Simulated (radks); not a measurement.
Fractional charge and spin in the 2s shell of carbon: the spin-up occupation runs from 0 to 1 and the spin-down occupation from 0 to 1; the fullest corner is C2+, [He] 2s(up 1, down 1). Calculated with a radial shooting solver on a logarithmic mesh with Libxc functionals: non-relativistic Kohn-Sham, PBE, spin-polarised, spherical densities, point nucleus. Energy (eV) above the fullest corner. The planes named below are the two flat planes that join the four corners, with an edge along up + down = one added electron.

\begin{tabular}{lrrr}
down \ up & 0 & 0.5 & 1 \\ \hline
0 & 112.026 & 77.828 & 47.106 \\
0.5 & 77.828 & 48.172 & 21.912 \\
1 & 47.106 & 21.912 & 0.000 \\
\end{tabular}

Corners above the fullest one (they belong to C3+ and the next ion): (up 1, down 0) 47.106 eV, (up 0, down 1) 47.106 eV, (up 0, down 0) 112.03 eV. With half an added electron in each spin the energy lies 1.067 eV from the planes (fractional-spin error, the static-correlation error of a stretched bond), and with half an added electron in spin up alone -1.738 eV (fractional-charge error). For a frontier s shell over closed shells the exact functional lies on the planes.
